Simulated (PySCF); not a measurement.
**Relaxation of quartet BiSe2**

Level of theory: UPBE0 in PySCF with Bi def2-SVP with ECP60, Se def2-SVP; scalar-relativistic core potentials, no spin–orbit coupling; density-fitted integrals. A (50,194) grid was used.

A hand-made end-on start, of Cs symmetry, held to at least that symmetry:

```xyz
3
charge 0 multiplicity 4, angstrom
Bi   -0.4411    0.0000   -1.4453
Se   -0.4411    0.0000    1.3048
Se    1.5947    0.0000    2.4748
```

Optimiser trace:
```tsv
step	E − E(last) (kJ/mol)	largest gradient (Eh/bohr)
0	27.01	0.01905
1	13.64	0.01011
2	5.05	0.00515
3	1.59	0.00647
4	0.12	0.00253
5	0.01	0.00092
6	0.00	0.00025
```

It ends at Cs with Bi–Se 2.700 Å, Bi–Se 3.578 Å, Se–Se 2.266 Å; Bi–Se–Se 49.0°, Bi–Se–Se 91.8°, Se–Bi–Se 39.3° (after a last refinement on a finer grid). A frequency run shows a minimum. Other isomers or separated fragments may lie lower.

Final geometry:
Coordinates in bohr (charge 0 multiplicity 4):
```
Bi   -0.4583    0.0000   -2.3807
Se   -1.4846    0.0000    2.6174
Se    2.6811    0.0000    3.6080
```

At this level a doublet minimum of C2v symmetry lies 86 kJ/mol below this structure. With an element this heavy the missing spin–orbit coupling can shift these numbers.

The relaxation took 44 s on 2 threads of a shared Arm Neoverse V1 host, with 90 basis functions and 7 gradients; the process peaked at 0.6 GiB.
